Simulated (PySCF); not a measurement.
# Radial density of As²⁺ (arsenic, charge +2)

UHF, [Ar] 3d10 4s2 5s1, 2S determinant (an excited configuration). Calculation: PySCF 2.14, in aug-cc-pVQZ-PP with ECP10MDF (7s6p5d3f2g, 89 functions); scalar relativity through the core potential. This is the valence pseudo-density: the core potential removes the inner electrons and smooths the orbitals near the nucleus.

| r (bohr) | 4πr²ρ (e/bohr) | 4πr²(ρα − ρβ) |
| --- | --- | --- |
| 0.000936 | 3.072e-05 | 0.0000 |
| 0.00157 | 8.536e-05 | 0.0000 |
| 0.00265 | 0.0002312 | 0.0000 |
| 0.00446 | 0.0006007 | 0.0000 |
| 0.00749 | 0.001488 | 0.0000 |
| 0.0126 | 0.003377 | 0.0001 |
| 0.0212 | 0.006853 | 0.0001 |
| 0.0357 | 0.01367 | 0.0002 |
| 0.0600 | 0.05284 | 0.0002 |
| 0.101 | 0.4420 | 0.0002 |
| 0.170 | 3.135 | 0.0006 |
| 0.285 | 14.32 | 0.0111 |
| 0.480 | 30.67 | 0.0256 |
| 0.808 | 15.95 | 0.0082 |
| 1.36 | 3.262 | 0.1065 |
| 2.28 | 0.7951 | 0.0004 |
| 3.84 | 0.3640 | 0.3347 |
| 6.46 | 0.07101 | 0.0710 |
| 10.9 | 0.0006251 | 0.0006 |

Energies and moments cover only the electrons outside the core potential. The outer electron is Rydberg-like, and this basis confines it to a smaller radius and binds it less than a complete one would.
